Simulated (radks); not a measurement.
Species: Sm+. Configuration: [Xe] 4f6 6s1.

Method: Dirac Kohn-Sham, PBE, spin-unpolarised, spherical densities, finite nucleus; open shells are shared between the two j in proportion to 2j + 1; Fermi nuclear charge, rms radius 5.0819 fm; computed with a radial shooting solver on a logarithmic mesh with Libxc functionals.

Energy parts (hartree):
| part | energy |
|---|---|
| total | -10433.5999 |
| kinetic | 11311.5974 |
| electron-nucleus | -25550.4681 |
| Hartree | 4041.4930 |
| exchange-correlation | -236.2221 |

Orbitals (lengths in bohr, moments of r in powers of bohr; <r^-3> diverges for s and p1/2; r(max) is where P^2 peaks):
| orbital | occ. | eigenvalue (hartree) | <r^-3> | r(max) | <r^4> |
|---|---|---|---|---|---|
| 1s1/2 | 2 | -1713.706 | - | 0.01449 | 1.318e-06 |
| 2s1/2 | 2 | -280.0973 | - | 0.08231 | 0.0002114 |
| 2p1/2 | 2 | -265.5186 | - | 0.06237 | 0.0001315 |
| 2p3/2 | 4 | -243.3646 | 8888 | 0.06800 | 0.0001696 |
| 3s1/2 | 2 | -61.54151 | - | 0.2339 | 0.008328 |
| 3p1/2 | 2 | -55.26464 | - | 0.2209 | 0.007627 |
| 3p3/2 | 4 | -50.77860 | 1856 | 0.2329 | 0.009232 |
| 3d3/2 | 4 | -39.88904 | 309.5 | 0.1857 | 0.006797 |
| 3d5/2 | 6 | -38.91473 | 277.3 | 0.1891 | 0.007211 |
| 4s1/2 | 2 | -12.40725 | - | 0.5398 | 0.2089 |
| 4p1/2 | 2 | -10.00013 | - | 0.5456 | 0.2405 |
| 4p3/2 | 4 | -9.01568 | 408.2 | 0.5712 | 0.2907 |
| 4d3/2 | 4 | -5.05432 | 57.22 | 0.5829 | 0.4308 |
| 4d5/2 | 6 | -4.87847 | 50.61 | 0.5912 | 0.4584 |
| 4f5/2 | 2.57143 | -0.32572 | 6.288 | 0.6109 | 6.508 |
| 4f7/2 | 3.42857 | -0.30581 | 6.050 | 0.6161 | 7.326 |
| 5s1/2 | 2 | -1.81358 | - | 1.262 | 7.465 |
| 5p1/2 | 2 | -1.17033 | - | 1.382 | 12.95 |
| 5p3/2 | 4 | -1.04051 | 53.01 | 1.458 | 16.43 |
| 6s1/2 | 1 | -0.30931 | - | 3.434 | 442.8 |

The highest occupied level is 4f7/2 at -8.321 eV. The electron density at the nucleus is 5.332e+05 e/bohr^3.
